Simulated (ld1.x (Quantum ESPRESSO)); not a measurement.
An all-electron radial function and its pseudo partner (oxygen (O))

Columns: radius, all-electron u(r) and pseudo u(r) of the 2p shell (level -43.28 eV) of oxygen in the configuration [He] 2s2 2p2; BLYP, scalar-relativistic, TM scheme, ld1.x (Quantum ESPRESSO) 7.5.

```tsv
r (bohr)	all-electron	pseudo
0.055	0.0452	0.0217
0.110	0.1470	0.0847
0.165	0.2716	0.1825
0.220	0.3996	0.3051
0.275	0.5203	0.4404
0.330	0.6278	0.5754
0.385	0.7197	0.6987
0.440	0.7953	0.8019
0.495	0.8553	0.8804
0.550	0.9006	0.9337
0.605	0.9323	0.9648
0.660	0.9517	0.9779
0.715	0.9602	0.9780
0.770	0.9595	0.9695
0.825	0.9509	0.9553
0.880	0.9357	0.9371
0.935	0.9153	0.9156
0.990	0.8907	0.8907
1.045	0.8628	0.8628
1.100	0.8324	0.8324
1.155	0.8003	0.8003
1.210	0.7669	0.7669
1.265	0.7329	0.7329
1.320	0.6986	0.6986
1.375	0.6644	0.6644
1.430	0.6306	0.6306
```

Task: How many radial nodes do the two functions have?

Result: The all-electron 2p function has n − l − 1 = 0; the pseudo-wave has 0.

Task: At about which radius was the pseudo-wave matched?

Result: 1.05 bohr. The columns agree to 0.0005 from 0.94 bohr on; several derivatives are matched, so the curves merge somewhat inside the radius.

Task: Is the pseudo-wave norm-conserving?

Result: Yes: the TM scheme keeps the norm inside the radius equal to the all-electron one, which fixes the energy derivative of the logarithmic derivative at the level.
